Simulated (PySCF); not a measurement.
## Assigning NMR signals

Molfile (atoms numbered from 1):
```
C8H16NP
     RDKit          3D

 26 27  0  0  0  0  0  0  0  0999 V2000
    2.8704   -0.3870   -0.3806 C   0  0  0  0  0  0  0  0  0  0  0  0
    2.0186    0.5184    0.3335 N   0  0  0  0  0  0  0  0  0  0  0  0
    0.4912    0.2659    0.5694 P   0  0  2  0  0  5  0  0  0  0  0  0
   -0.0973   -1.4040    1.1332 C   0  0  0  0  0  0  0  0  0  0  0  0
   -0.8435   -1.9750   -0.0712 C   0  0  0  0  0  0  0  0  0  0  0  0
   -1.6894   -0.8399   -0.6535 C   0  0  0  0  0  0  0  0  0  0  0  0
   -0.8108    0.4107   -0.7831 C   0  0  1  0  0  0  0  0  0  0  0  0
   -1.5116    1.7375   -0.4784 C   0  0  0  0  0  0  0  0  0  0  0  0
   -1.5982    1.8850    1.0456 C   0  0  0  0  0  0  0  0  0  0  0  0
   -0.2131    1.5828    1.6191 C   0  0  0  0  0  0  0  0  0  0  0  0
    2.8369   -1.4389   -0.0190 H   0  0  0  0  0  0  0  0  0  0  0  0
    2.6702   -0.4333   -1.4732 H   0  0  0  0  0  0  0  0  0  0  0  0
    3.9224   -0.0682   -0.2805 H   0  0  0  0  0  0  0  0  0  0  0  0
    0.7601   -2.0086    1.4623 H   0  0  0  0  0  0  0  0  0  0  0  0
   -0.7738   -1.2765    1.9945 H   0  0  0  0  0  0  0  0  0  0  0  0
   -0.1134   -2.3144   -0.8266 H   0  0  0  0  0  0  0  0  0  0  0  0
   -1.4572   -2.8507    0.1926 H   0  0  0  0  0  0  0  0  0  0  0  0
   -2.1416   -1.1205   -1.6181 H   0  0  0  0  0  0  0  0  0  0  0  0
   -2.5275   -0.6327    0.0352 H   0  0  0  0  0  0  0  0  0  0  0  0
   -0.3013    0.4307   -1.7591 H   0  0  0  0  0  0  0  0  0  0  0  0
   -2.5049    1.7984   -0.9529 H   0  0  0  0  0  0  0  0  0  0  0  0
   -0.9111    2.5681   -0.8852 H   0  0  0  0  0  0  0  0  0  0  0  0
   -1.9490    2.8863    1.3395 H   0  0  0  0  0  0  0  0  0  0  0  0
   -2.3354    1.1693    1.4484 H   0  0  0  0  0  0  0  0  0  0  0  0
    0.4828    2.4271    1.4925 H   0  0  0  0  0  0  0  0  0  0  0  0
   -0.2172    1.3034    2.6823 H   0  0  0  0  0  0  0  0  0  0  0  0
  1  2  1  0
  2  3  2  0
  3  4  1  1
  4  5  1  0
  5  6  1  0
  6  7  1  0
  7  8  1  0
  8  9  1  0
  9 10  1  0
  7  3  1  0
 10  3  1  0
  1 11  1  0
  1 12  1  0
  1 13  1  0
  4 14  1  0
  4 15  1  0
  5 16  1  0
  5 17  1  0
  6 18  1  0
  6 19  1  0
  7 20  1  6
  8 21  1  0
  8 22  1  0
  9 23  1  0
  9 24  1  0
 10 25  1  0
 10 26  1  0
M  END
```

Computational details: PBE0-D3(BJ)/def2-SVP geometry, KT3/pcSseg-1 with gauge-including orbitals, in PySCF 2.14.0 with density-fitted response routines (no solvent model, non-relativistic Hamiltonian, one conformer, equivalent nuclei averaged).

δ = σ(ref) − σ, references computed at the same level: 13C (σ = 182.31 ppm) and 1H (σ = 31.32 ppm) against TMS.

Task: Assign these signals to the numbered atoms. 13C{1H} NMR (computed): δ 35.4, 35.0, 34.2, 27.8, 26.7.

Result: 
35.4 → C1, methyl carbon bonded to N: pulled downfield by the heteroatom
35.0 → C7, sp3 CH bonded to P
34.2 → C6/C8, sp3 CH2 in a ring: a saturated carbon with 2 carbon neighbours and no heteroatom attached
27.8 → C4/C10, sp3 CH2 bonded to P
26.7 → C5/C9, sp3 CH2 in a ring: aliphatic region, no heteroatom directly attached

C1 and C7; C7 and C6/C8; C4/C10 and C5/C9 lie closer than the usual error of such a calculation, so a measured spectrum could show them in the other order.

Task: Assign these signals to the numbered atoms. 1H NMR (500 MHz, computed): δ 3.03 (m, 3H), 1.86 (m, 2H), 1.82 (m, 2H), 1.69 (m, 1H), 1.55 (m, 2H), 1.53 (m, 2H), 1.32 (m, 2H), 1.23 (m, 2H).

Result: 
3.03 → H11/H12/H13, hydrogen on a methyl carbon bonded to N: its carbon carries N, hence the downfield position
1.86 → H18/H22, hydrogen on an sp3 CH2 in a ring
1.82 → H14/H25, hydrogen on an sp3 CH2 bonded to P
1.69 → H20, hydrogen on an sp3 CH bonded to P
1.55 → H16/H23, hydrogen on an sp3 CH2 in a ring
1.53 → H17/H24, hydrogen on an sp3 CH2 in a ring
1.32 → H15/H26, hydrogen on an sp3 CH2 bonded to P
1.23 → H19/H21, hydrogen on an sp3 CH2 in a ring

H18/H22 and H14/H25; H16/H23 and H17/H24; H15/H26 and H19/H21 lie closer than the usual error of such a calculation, so a measured spectrum could show them in the other order.

Splittings by 31P in the carbon and heteronuclear signals aren't shown, as no couplings were computed. Shifts are as computed, not scaled to solution data. Of 1309 compounds with measured shifts, 239 miss one by over three times the rms of a fit or turn the order of signals round; such compounds aren't used in these exercises. No couplings were computed; multiplicities are counted from neighbouring protons, with m where these are inequivalent, close in shift, in a saturated or five-membered ring or joined by F or P, and br s for small geminal =CH2 splittings.
